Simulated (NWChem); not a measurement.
The numbers come from NWChem runs, not from measurements. System: SeSn, charge 0, spin multiplicity 1, at a geometry optimised with PBE0/def2-SVP with def2 effective core potentials on Sn. The structure started from a generated list of species. Level: MP2/def2-TZVP with def2 effective core potentials on Sn, 13 core orbitals frozen.

The NWChem input:

```
start mol
memory heap 200 mb stack 900 mb global 1100 mb
geometry units angstroms nocenter noautoz
  Sn     0.000000     0.000000     0.946317
  Se     0.000000     0.000000    -1.391642
  symmetry group C2v
end
basis spherical
  * library def2-tzvp
end
ecp
  Sn library def2-ecp
end
scf
  rhf
  nopen 0
  maxiter 100
  thresh 1e-7
  semidirect memsize 60000000 filesize 0
end
mp2
  freeze core 13
end
task mp2 energy
```

Part of the output:

```
             Northwest Computational Chemistry Package (NWChem) 7.3.0
             --------------------------------------------------------

                                NWChem Input Module
                                -------------------

 Scaling coordinates for geometry "geometry" by  1.889725989
 (inverse scale =  0.529177249)

 Turning off AUTOSYM since
 SYMMETRY directive was detected!

                             Geometry "geometry" -> ""
                             -------------------------

 Output coordinates in angstroms (scale by  1.889725989 to convert to a.u.)

  No.       Tag          Charge          X              Y              Z
 ---- ---------------- ---------- -------------- -------------- --------------
    1 Sn                  50.0000     0.00000000     0.00000000     0.94631700
    2 Se                  34.0000     0.00000000     0.00000000    -1.39164200

 Effective nuclear repulsion energy (a.u.)     384.7806241681

            Nuclear Dipole moment (a.u.)
            ----------------------------
        X                 Y               Z
 ---------------- ---------------- ----------------
     0.0000000000     0.0000000000     0.0000415740

      Symmetry information
      --------------------

 Group name             C2v
 Group number             16
 Group order               4
 No. of unique centers     2

      Symmetry unique atoms

     1    2


 Summary of "ao basis" -> "" (spherical)
 ------------------------------------------------------------------------------
       Tag                 Description            Shells   Functions and Types
 ---------------- ------------------------------  ------  ---------------------
 *                         def2-tzvp                  on all atoms

 Summary of "ao basis" -> "ao basis" (spherical)
 ------------------------------------------------------------------------------
       Tag                 Description            Shells   Functions and Types
 ---------------- ------------------------------  ------  ---------------------
 Sn                        def2-tzvp                16       50   6s5p3d2f
 Se                        def2-tzvp                16       48   6s5p4d1f

                                 NWChem SCF Module
                                 -----------------

  ao basis        = "ao basis"
  functions       =    98
  atoms           =     2
  closed shells   =    28
  open shells     =     0
  charge          =   0.00
  wavefunction    = RHF
  use symmetry    = T
  symmetry adapt  = T

 Summary of "ao basis" -> "ao basis" (spherical)
 ------------------------------------------------------------------------------
       Tag                 Description            Shells   Functions and Types
 ---------------- ------------------------------  ------  ---------------------
 Sn                        def2-tzvp                16       50   6s5p3d2f
 Se                        def2-tzvp                16       48   6s5p4d1f

      Symmetry analysis of basis
      --------------------------

        a1         42
        a2         10
        b1         23
        b2         23

 Forming initial guess at       0.1s

      Superposition of Atomic Density Guess
      -------------------------------------

 Sum of atomic energies:       -2648.91863026

      Non-variational initial energy
      ------------------------------

 Total energy =   -2613.231611
 1-e energy   =   -4057.354591
 2-e energy   =    1274.819506
 HOMO         =      -0.268886
 LUMO         =      -0.049684

      Symmetry analysis of molecular orbitals - initial
      -------------------------------------------------

 !! scf_movecs_sym_adapt:   66 vectors were symmetry contaminated

  Symmetry fudging

 !! scf_movecs_sym_adapt:   54 vectors were symmetry contaminated

  Numbering of irreducible representations:

     1 a1          2 a2          3 b1          4 b2

  Orbital symmetries:

     1 a1          2 a1          3 a1          4 b1          5 b2
     6 a1          7 a1          8 b1          9 b2         10 a1
    11 a1         12 b1         13 b2         14 a1         15 b1
    16 b2         17 a2         18 a1         19 a1         20 b2
    21 b1         22 a2         23 a1         24 a1         25 a1
    26 b1         27 b2         28 a1         29 b2         30 b1
    31 a1         32 b1         33 b2         34 a1         35 a1
    36 a1         37 a2         38 a1

 Starting SCF solution at       2.4s

 ----------------------------------------------
         Quadratically convergent ROHF

 Convergence threshold     :          1.000E-07
 Maximum no. of iterations :          100
 Final Fock-matrix accuracy:          1.000E-09
 ----------------------------------------------

              iter       energy          gnorm     gmax       time
             ----- ------------------- --------- --------- --------
                 1    -2613.1883676237  7.19D-01  2.47D-01      2.4
                 2    -2613.2483284896  1.87D-01  4.84D-02      2.4
                 3    -2613.2526879874  7.19D-03  1.96D-03      2.5
                 4    -2613.2526991269  4.88D-05  1.28D-05      2.6
                 5    -2613.2526991272  5.08D-09  1.01D-09      2.8

       Final RHF  results
       ------------------

         Total SCF energy =  -2613.252699127240
      One-electron energy =  -4059.416293059227
      Two-electron energy =   1276.860119298011
 Nuclear repulsion energy =    169.303474633975

        Time for solution =      0.4s

       Symmetry analysis of molecular orbitals - final
       -----------------------------------------------

  Numbering of irreducible representations:

     1 a1          2 a2          3 b1          4 b2

  Orbital symmetries:

     1 a1          2 a1          3 b1          4 b2          5 a1
     6 a1          7 a1          8 b1          9 b2         10 a1
    11 b2         12 b1         13 a1         14 a1         15 b2
    16 b1         17 a1         18 a2         19 a2         20 a1
    21 a1         22 b1         23 b2         24 a1         25 a1
    26 a1         27 b2         28 b1         29 b1         30 b2
    31 a1         32 b1         33 b2         34 a1         35 a1
    36 a2         37 a1         38 a1

             Final eigenvalues
             -----------------

              1
    1 -460.7967
    2  -60.6008
    3  -54.2009
    4  -54.2009
    5  -54.2009
    6   -8.8652
    7   -6.5968
    8   -6.5958
    9   -6.5958
   10   -5.8961
   11   -4.0855
   12   -4.0855
   13   -4.0766
   14   -2.5841
   15   -2.5833
   16   -2.5833
   17   -2.5825
   18   -2.5825
   19   -1.3532
   20   -1.3532
   21   -1.3455
   22   -1.3438
   23   -1.3438
   24   -0.8469
   25   -0.5405
   26   -0.3444
   27   -0.3320
   28   -0.3320
   29   -0.0018
   30   -0.0018
   31    0.0924
   32    0.1699
   33    0.1699
   34    0.2194
   35    0.2522
   36    0.2657
   37    0.2657
   38    0.2779

                       ROHF Final Molecular Orbital Analysis
                       -------------------------------------

 Vector   26  Occ=2.000000D+00  E=-3.443919D-01  Symmetry=a1
              MO Center=  8.3D-17,  6.7D-17,  6.6D-02, r^2= 4.3D+00
   Bfn.  Coefficient  Atom+Function         Bfn.  Coefficient  Atom+Function
  ----- ------------  ---------------      ----- ------------  ---------------
     6      0.424851  1 Sn s                 68     -0.385349  2 Se pz
    12     -0.269920  1 Sn pz                71     -0.261371  2 Se pz
    18      0.257267  1 Sn pz                15      0.241335  1 Sn pz
    62      0.236363  2 Se pz                 5      0.206008  1 Sn s
    65     -0.193447  2 Se pz                 2      0.181750  1 Sn s

 Vector   27  Occ=2.000000D+00  E=-3.319636D-01  Symmetry=b2
              MO Center=  2.8D-29, -1.9D-16, -9.5D-01, r^2= 2.5D+00
   Bfn.  Coefficient  Atom+Function         Bfn.  Coefficient  Atom+Function
  ----- ------------  ---------------      ----- ------------  ---------------
    67      0.443883  2 Se py                70      0.305911  2 Se py
    61     -0.277200  2 Se py                64      0.231249  2 Se py
    17      0.186108  1 Sn py

 Vector   28  Occ=2.000000D+00  E=-3.319636D-01  Symmetry=b1
              MO Center=  5.7D-16, -1.6D-29, -9.5D-01, r^2= 2.5D+00
   Bfn.  Coefficient  Atom+Function         Bfn.  Coefficient  Atom+Function
  ----- ------------  ---------------      ----- ------------  ---------------
    66      0.443883  2 Se px                69      0.305911  2 Se px
    60     -0.277200  2 Se px                63      0.231249  2 Se px
    16      0.186108  1 Sn px

 Vector   29  Occ=0.000000D+00  E=-1.755254D-03  Symmetry=b1
              MO Center= -1.7D-15,  3.5D-29,  7.8D-01, r^2= 5.4D+00
   Bfn.  Coefficient  Atom+Function         Bfn.  Coefficient  Atom+Function
  ----- ------------  ---------------      ----- ------------  ---------------
    19      0.613378  1 Sn px                69     -0.387633  2 Se px
    16      0.356258  1 Sn px                10     -0.265627  1 Sn px
    13      0.224162  1 Sn px                66     -0.163462  2 Se px

 Vector   30  Occ=0.000000D+00  E=-1.755254D-03  Symmetry=b2
              MO Center= -4.0D-29, -2.6D-17,  7.8D-01, r^2= 5.4D+00
   Bfn.  Coefficient  Atom+Function         Bfn.  Coefficient  Atom+Function
  ----- ------------  ---------------      ----- ------------  ---------------
    20      0.613378  1 Sn py                70     -0.387633  2 Se py
    17      0.356258  1 Sn py                11     -0.265627  1 Sn py
    14      0.224162  1 Sn py                67     -0.163462  2 Se py

 Vector   31  Occ=0.000000D+00  E= 9.240250D-02  Symmetry=a1
              MO Center=  6.7D-15, -4.9D-15,  1.3D+00, r^2= 9.1D+00
   Bfn.  Coefficient  Atom+Function         Bfn.  Coefficient  Atom+Function
  ----- ------------  ---------------      ----- ------------  ---------------
    21      1.334585  1 Sn pz                56      0.590891  2 Se s
    18     -0.367524  1 Sn pz                 6     -0.289448  1 Sn s
    71      0.245814  2 Se pz                 5     -0.194839  1 Sn s
    34      0.172701  1 Sn d  0               2     -0.150943  1 Sn s

 center of mass
 --------------
 x =   0.00000000 y =   0.00000000 z =   0.01676823

 moments of inertia (a.u.)
 ------------------
         922.784225702196           0.000000000000           0.000000000000
           0.000000000000         922.784225702196           0.000000000000
           0.000000000000           0.000000000000           0.000000000000

  Mulliken analysis of the total density
  --------------------------------------

    Atom       Charge   Shell Charges
 -----------   ------   -------------------------------------------------------
    1 Sn  22    21.44   0.29 -0.77  1.54  0.95  1.08  0.77 -0.40  6.36  0.49  0.79  0.22  8.95  1.04  0.12  0.02  0.00
    2 Se  34    34.56   2.00  2.00  1.16  0.78  0.97  0.97  6.00  5.93  0.93  2.34  1.41  8.97  1.04  0.00  0.06  0.00

       Multipole analysis of the density wrt the origin
       ------------------------------------------------

     L   x y z        total         open         nuclear
     -   - - -        -----         ----         -------
     0   0 0 0     -0.000000      0.000000     56.000000

     1   1 0 0     -0.000000      0.000000      0.000000
     1   0 1 0      0.000000      0.000000      0.000000
     1   0 0 1      1.560041      0.000000    -50.071794

     2   2 0 0    -31.632339      0.000000      0.000000
     2   1 1 0     -0.000000      0.000000      0.000000
     2   1 0 1      0.000000      0.000000      0.000000
     2   0 2 0    -31.632339      0.000000      0.000000
     2   0 1 1      0.000000      0.000000      0.000000
     2   0 0 2    -33.985054      0.000000    305.497562

                   NWChem MP2 Semi-direct Energy/Gradient Module
                   ---------------------------------------------

  Basis functions       =     98
  Molecular orbitals    =     98
  Frozen core           =     13
  Frozen virtuals       =      0
  Active alpha occupied =     15
  Active beta occupied  =     15
  Active alpha virtual  =     70
  Active beta virtual   =     70
  Use MO symmetry       = T
  Use skeleton AO sym   = T

  AO/Fock/Back tols     =   1.0D-09  1.0D-09  1.0D-09

 GA uses MA = F    GA memory limited = T

 Available:
  local mem=  1.26D+08
 global mem=  1.44D+08
 local disk=  0.00D+00
  mp2_memr nvloc                    70
  nvloc new                    70
   1 passes of  15:        5242880                      72071                  17045400.
   1 passes of  15: M    126137777           G      144159992           F     120894897.

 Semi-direct pass number   1 of   1  for RHF alpha+beta  at        2.9s
  vrange nnbf                  4770
  mp2_eaftype                    65  avail_ma_in_mb                  1099
 EAF : mp2_eaftype filesize          65    8522700.
  mp2_eaf for mointskh                     65
Node 0 wrote     40.1 Mb in      0.0 s     Agg I/O rate:  2010.1 Mb/s
 Done moints_semi at        8.7s
  mp2_eaftype                    65  avail_ma_in_mb                  1034
 EAF : mp2_eaftype filesize          65    8522700.
  mp2_eaf for kh                    65
 Done maket at        8.8s
 Done multipass loop at        8.8s

          -------------------------------------------
          SCF energy               -2613.252699127240
          Correlation energy          -0.564620538580
          Singlet pairs               -0.281746503666
          Triplet pairs               -0.282874034914
          Total MP2 energy         -2613.817319665820
          -------------------------------------------

          ---------------------------------------------------
                    Spin Component Scaled (SCS) MP2
          Same spin pairs                     -0.188582689942
          Same spin scaling factor             0.333333333333
          Opposite spin pairs                 -0.376037848637
          Opposite spin scaling fact.          1.200000000000
          SCS-MP2 correlation energy          -0.514106315012
          Total SCS-MP2 energy             -2613.766805442253
          ---------------------------------------------------

 -----------------------
 Performance information
 -----------------------

 Timer overhead =  1.41D-07 seconds/call

               Nr. of calls         CPU time (s)                 Wall time (s)                GFlops
             ---------------    -------------------     ------------------------------   -------------------
Name         Min   Avg   Max    Min     Avg     Max     Min     Avg     Max   Mx/calls   Min     Max     Sum
mp2: moin     1     1     1    5.8     5.8     5.8      5.8     5.8     5.8     5.8      0.0     0.0     0.0
mp2: make     1     1     1   0.15    0.15    0.15     0.15    0.15    0.15    0.15      0.0     0.0     0.0
mp2: tota     1     1     1    6.0     6.0     6.0      6.0     6.0     6.0     6.0      0.0     0.0     0.0

 The average no. of pstat calls per process was 3.00D+00
 with a timing overhead of 4.24D-07s

 Task  times  cpu:        8.8s     wall:        8.8s

 Total times  cpu:        8.8s     wall:        8.8s
```
